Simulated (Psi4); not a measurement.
Cl$_{2}$, singlet, geometry from GFN2-xTB; PBE0/cc-pVTZ (Psi4 1.11).

The Psi4 input:
```
memory 2 GB

molecule {
0 1
Cl   -0.00000000   -0.00000000   -1.00842595
Cl    0.00000000    0.00000000    1.00842595
}

set {
  basis cc-pvtz
}

energy('pbe0')
print_variables()
```

Output, abridged:

```
   => Loading Basis Set <=

    Name: CC-PVTZ
    Role: ORBITAL
    Keyword: BASIS

         ---------------------------------------------------------
                                   SCF
               by Justin Turney, Rob Parrish, Andy Simmonett
                          and Daniel G. A. Smith
                              RKS Reference
         ---------------------------------------------------------

  ==> Geometry <==

    Molecular point group: d2h
    Full point group: D_inf_h

    Geometry (in Angstrom), charge = 0, multiplicity = 1:

       Center              X                  Y                   Z               Mass
    ------------   -----------------  -----------------  -----------------  -----------------
         CL           0.000000000000     0.000000000000    -1.008425950000    34.968852682000
         CL           0.000000000000     0.000000000000     1.008425950000    34.968852682000

  Running in d2h symmetry.

  Rotational constants: A = ************  B =      0.23703  C =      0.23703 [cm^-1]
  Rotational constants: A = ************  B =   7105.87878  C =   7105.87878 [MHz]
  Nuclear repulsion =   75.827190823297485

  Charge       = 0
  Multiplicity = 1
  Electrons    = 34
  Nalpha       = 17
  Nbeta        = 17

  ==> Algorithm <==

  SCF Algorithm Type is DF.
  DIIS enabled.
  MOM disabled.
  Fractional occupation disabled.
  Guess Type is SAD.
  Energy threshold   = 1.00e-06
  Density threshold  = 1.00e-06
  Integral threshold = 1.00e-12

  ==> Primary Basis <==

  Basis Set: CC-PVTZ
    Blend: CC-PVTZ
    Number of shells: 24
    Number of basis functions: 68
    Number of Cartesian functions: 78
    Spherical Harmonics?: true
    Max angular momentum: 3

  ==> DFT Potential <==

   => LibXC <=

    Version 7.1.2
    S. Lehtola, C. Steigemann, M. J. T. Oliveira, and M. A. L. Marques,  SoftwareX 7, 1–5 (2018) (10.1016/j.softx.2017.11.002)

   => Composite Functional: PBE0 <=

    PBE0 Hyb-GGA Exchange-Correlation Functional

    C. Adamo and V. Barone,  J. Chem. Phys. 110, 6158 (1999) (10.1063/1.478522)
    M. Ernzerhof and G. E. Scuseria,  J. Chem. Phys. 110, 5029 (1999) (10.1063/1.478401)

    Deriv               =              1
    GGA                 =           TRUE
    Meta                =          FALSE

    Exchange Hybrid     =           TRUE
    MP2 Hybrid          =          FALSE

   => Exchange Functionals <=

    0.7500   Perdew, Burke & Ernzerhof

   => Exact (HF) Exchange <=

    0.2500               HF

   => Correlation Functionals <=

    1.0000   Perdew, Burke & Ernzerhof

   => LibXC Density Thresholds  <==

    XC_HYB_GGA_XC_PBEH:  1.00E-15

   => Molecular Quadrature <=

    Radial Scheme          =       TREUTLER
    Pruning Scheme         =           NONE
    Nuclear Scheme         =       TREUTLER

    Blocking Scheme        =         OCTREE
    BS radius alpha        =              1
    Pruning alpha          =              1
    Radial Points          =             75
    Spherical Points       =            302
    Total Points           =          40698
    Total Blocks           =            366
    Max Points             =            256
    Max Functions          =             68
    Weights Tolerance      =       1.00E-15

   => Loading Basis Set <=

    Name: (CC-PVTZ AUX)
    Role: JKFIT
    Keyword: DF_BASIS_SCF

  ==> Integral Setup <==

  SCF_SUBTYPE=INCORE selected. In-core MEM_DF algorithm will be used.
  Using in-core AOs.

  ==> MemDFJK: Density-Fitted J/K Matrices <==

    J tasked:                   Yes
    K tasked:                   Yes
    wK tasked:                   No
    Algorithm:                 Core
    Schwarz Cutoff:           1E-12
    Mask sparsity (%):       0.0000
    Fitting Condition:        1E-10

   => Auxiliary Basis Set <=

  Basis Set: (CC-PVTZ AUX)
    Blend: CC-PVTZ-JKFIT
    Number of shells: 74
    Number of basis functions: 242
    Number of Cartesian functions: 290
    Spherical Harmonics?: true
    Max angular momentum: 4

  Minimum eigenvalue in the overlap matrix is 8.9964106245E-03.
  Reciprocal condition number of the overlap matrix is 3.0849365380E-03.
    Using symmetric orthogonalization.

  ==> Pre-Iterations <==

  SCF Guess: Superposition of Atomic Densities via on-the-fly atomic UHF (no occupation information).

   -------------------------
    Irrep   Nso     Nmo
   -------------------------
     Ag        15      15
     B1g        3       3
     B2g        8       8
     B3g        8       8
     Au         3       3
     B1u       15      15
     B2u        8       8
     B3u        8       8
   -------------------------
    Total      68      68
   -------------------------

  ==> Iterations <==

                           Total Energy        Delta E     RMS |[F,P]|

   @DF-RKS iter SAD:  -920.00898560402663   -9.20009e+02   0.00000e+00
   @DF-RKS iter   1:  -920.09090847034963   -8.19229e-02   7.35659e-03 DIIS/ADIIS
   @DF-RKS iter   2:  -920.09959333131883   -8.68486e-03   3.59623e-03 DIIS/ADIIS
   @DF-RKS iter   3:  -920.10250667126786   -2.91334e-03   2.72176e-04 DIIS/ADIIS
   @DF-RKS iter   4:  -920.10252876665390   -2.20954e-05   8.37160e-05 DIIS
   @DF-RKS iter   5:  -920.10253127052101   -2.50387e-06   9.70339e-06 DIIS
   @DF-RKS iter   6:  -920.10253130761305   -3.70920e-08   5.67821e-07 DIIS
  Energy and wave function converged.

  ==> Post-Iterations <==

   Electrons on quadrature grid:
      Ntotal   =   33.9999990269 ; deviation = -9.731e-07

    Orbital Energies [Eh]
    ---------------------

    Doubly Occupied:

       1B1u -101.791985     1Ag  -101.791981     2Ag    -9.591406
       2B1u   -9.591356     3Ag    -7.330231     3B1u   -7.330091
       1B2u   -7.316409     1B3u   -7.316409     1B3g   -7.316402
       1B2g   -7.316402     4Ag    -0.954406     4B1u   -0.792110
       5Ag    -0.485287     2B3u   -0.422755     2B2u   -0.422755
       2B2g   -0.321717     2B3g   -0.321717

    Virtual:

       5B1u   -0.121555     6Ag     0.250098     6B1u    0.288208
       3B3u    0.306729     3B2u    0.306729     4B3u    0.334369
       4B2u    0.334369     3B2g    0.375607     3B3g    0.375607
       7Ag     0.381191     8Ag     0.390351     1B1g    0.390352
       7B1u    0.489412     1Au     0.489412     8B1u    0.578636
       9Ag     0.625416     4B2g    0.676133     4B3g    0.676133
       9B1u    1.065135    10Ag     1.784790     5B3u    1.809717
       5B2u    1.809717     2B1g    1.817789    11Ag     1.817798
       6B2u    1.896123     6B3u    1.896123     2Au     1.913270
      10B1u    1.913277     5B2g    1.949947     5B3g    1.949947
       3B1g    1.951628    12Ag     1.951628    11B1u    1.981634
       7B3u    2.047561     7B2u    2.047561     6B2g    2.085046
       6B3g    2.085046    13Ag     2.187254     8B3u    2.188189
       8B2u    2.188189    12B1u    2.192809     3Au     2.221321
      13B1u    2.221324     7B2g    2.228611     7B3g    2.228611
      14Ag     2.421458     8B2g    2.739624     8B3g    2.739624
      14B1u    3.678324    15Ag     4.168292    15B1u    4.788039

    Final Occupation by Irrep:
             Ag   B1g   B2g   B3g    Au   B1u   B2u   B3u
    DOCC [     5,    0,    2,    2,    0,    4,    2,    2 ]
    NA   [     5,    0,    2,    2,    0,    4,    2,    2 ]
    NB   [     5,    0,    2,    2,    0,    4,    2,    2 ]

  @DF-RKS Final Energy:  -920.10253130761305

   => Energetics <=

    Nuclear Repulsion Energy =             75.8271908232974852
    One-Electron Energy =               -1421.0832586308583814
    Two-Electron Energy =                 467.5329334806502288
    DFT Exchange-Correlation Energy =     -42.3793969807024880
    Empirical Dispersion Energy =           0.0000000000000000
    VV10 Nonlocal Energy =                  0.0000000000000000
    Total Energy =                       -920.1025313076131624

Computation Completed

Properties will be evaluated at   0.000000,   0.000000,   0.000000 [a0]

Properties computed using the SCF density matrix

 Multipole Moments:

 ------------------------------------------------------------------------------------
     Multipole            Electronic (a.u.)      Nuclear  (a.u.)        Total (a.u.)
 ------------------------------------------------------------------------------------

 L = 1.  Multiply by 2.5417464519 to convert [e a0] to [Debye]
 Dipole X            :          0.0000000            0.0000000            0.0000000
 Dipole Y            :          0.0000000            0.0000000            0.0000000
 Dipole Z            :          0.0000000            0.0000000            0.0000000
 Magnitude           :                                                    0.0000000

 ------------------------------------------------------------------------------------

  Variable Map:
  ----------------------------------------------------------------------------
  "CURRENT ENERGY"              =>    -920.102531307613
  "CURRENT REFERENCE ENERGY"    =>    -920.102531307613
  "DD SOLVATION ENERGY"         =>       0.000000000000
  "DFT FUNCTIONAL TOTAL ENERGY" =>    -920.102531307613
  "DFT TOTAL ENERGY"            =>    -920.102531307613
  "DFT VV10 ENERGY"             =>       0.000000000000
  "DFT XC ENERGY"               =>     -42.379396980702
  "GRID ELECTRONS ALPHA"        =>      16.999999513442
  "GRID ELECTRONS BETA"         =>      16.999999513442
  "GRID ELECTRONS TOTAL"        =>      33.999999026884
  "NUCLEAR REPULSION ENERGY"    =>      75.827190823297
  "ONE-ELECTRON ENERGY"         =>   -1421.083258630858
  "PCM POLARIZATION ENERGY"     =>       0.000000000000
  "PE ENERGY"                   =>       0.000000000000
  "SCF ITERATION ENERGY"        =>    -920.102531307613
  "SCF ITERATIONS"              =>       6.000000000000
  "SCF TOTAL ENERGY"            =>    -920.102531307613
  "TWO-ELECTRON ENERGY"         =>     467.532933480650
  "XC GRID RADIAL POINTS"       =>      75.000000000000
  "XC GRID SPHERICAL POINTS"    =>     302.000000000000
  "XC GRID TOTAL POINTS"        =>   40698.000000000000

  Array Variable Map:
  ----------------------------------------------------------------------------
  "CURRENT DIPOLE"              =>       0.000000000000 ... 0.000000000000 1 by 3
  "SCF DIPOLE"                  =>       0.000000000000 ... 0.000000000000 1 by 3
  "SCF TOTAL ENERGIES"          =>    -920.008985604027 ... -920.102531307613 1 by 7
```
